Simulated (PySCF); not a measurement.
Gas-phase reaction: 2 In(CH3)3 + 2 CH2NH = 2 In(CH3)2NH2 + C4H6 (butadiene) + 2 H

Computed with PySCF and rigid-rotor harmonic-oscillator thermochemistry at 1 bar. † marks an energy on the PBE0/def2-TZVP geometry and frequencies; other levels use their own. MP2 and CCSD(T) freeze the core. Open shells (unrestricted): H (multiplicity 2); the rest are closed-shell singlets. B3LYP is the form with VWN-RPA correlation. In: scalar-relativistic def2 core potential, no spin-orbit coupling. Methyl groups turn as free rotors in In(CH3)3, In(CH3)2NH2. CH2NH, In(CH3)2NH2: computed as isolated molecules; such fragments, hydroxides, amides, oligomers or adducts are transient or little studied in the gas. MP2 isn't extrapolated to the basis-set limit; its ΔH°(298 K) is 304.9 kJ in def2-SVP and 307.0 kJ in def2-TZVPP. CCSD(T) isn't extrapolated to the basis-set limit. The harmonic model lacks anharmonicity and excited electronic states, which grow with temperature; levels with a mode under 35 cm⁻¹ are left out. Internal rotation in C4H6 (butadiene) is treated as a harmonic vibration of one conformer, which makes the entropy rough. Soft modes under 120 cm⁻¹ make the harmonic entropy rough for In(CH3)3, In(CH3)2NH2.

```tsv
level	ΔE electronic, kJ	ΔH°(298 K), kJ	ΔS°(298 K), J/K	ΔG°(1000 K), kJ
B3LYP/def2-TZVP†	380	349	66	260
BLYP/def2-TZVP†	378	347	66	257
CCSD(T)/def2-SVP†	371	340	66	251
HF/def2-TZVP†	286	255	66	165
MP2/def2-TZVPP†	338	307	66	217
PBE/def2-SVP	357	328	76	227
PBE/def2-TZVP†	356	325	66	235
PBE0/def2-TZVP	357	326	66	236
r2SCAN/def2-TZVP†	354	323	66	233
ωB97M-V/def2-TZVP†	374	343	66	253
```
ΔH° is lowest at HF/def2-TZVP† and highest at B3LYP/def2-TZVP†. No reference value is set beside these.
